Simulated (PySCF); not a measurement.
F4Te, SMILES F[Te-](F)(F)F, charge -1, multiplicity 2. Geometry: B3LYP-D3(BJ)/def2-SVPD. The def2 effective core potentials stand for the cores of Te; spin–orbit coupling is left out.

Computed equilibrium geometry at B3LYP-D3(BJ)/def2-SVPD (PySCF confirms it by a frequency run) as bond lengths and angles, and its point group:
point group C2v.
Atoms: Te1 F2 F3 F4 F5. Bonds (Å): Te1–F2 2.053, Te1–F3 2.053, Te1–F4 2.026, Te1–F5 2.026. Bond angles (°): F2–Te1–F3 173.8, F2–Te1–F4 87.6, F2–Te1–F5 87.6, F3–Te1–F4 87.6, F3–Te1–F5 87.6, F4–Te1–F5 77.9.
Charge -1, spin multiplicity 2.
